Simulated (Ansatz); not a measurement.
A structure relaxed at B3LYP-D4/def2-SVPD in Ansatz, charge -1, doublet:

```xyz
6

Zn    0.4617   -0.4798   -2.4399
Zn   -0.4922    0.1825    4.2018
Zn    0.1363    0.1028    0.7846
S    -1.1074    1.1904    2.2319
S    -0.4661    0.0302   -4.2753
S     1.4677   -1.0261   -0.5031
```

Problem. Give its formula.

Solution. the cluster Zn₃S₃⁻.

Problem. Summarise the bond lengths by kind (pairs closer than 1.2 times the sum of covalent radii, bridged metal pairs left out).

Solution. 5 × S–Zn 2.12 to 2.30 Å.

Another isomer (doublet) lies 1.39 eV lower at PBE0-D4/def2-TZVPD; other spin states weren't run for this one.
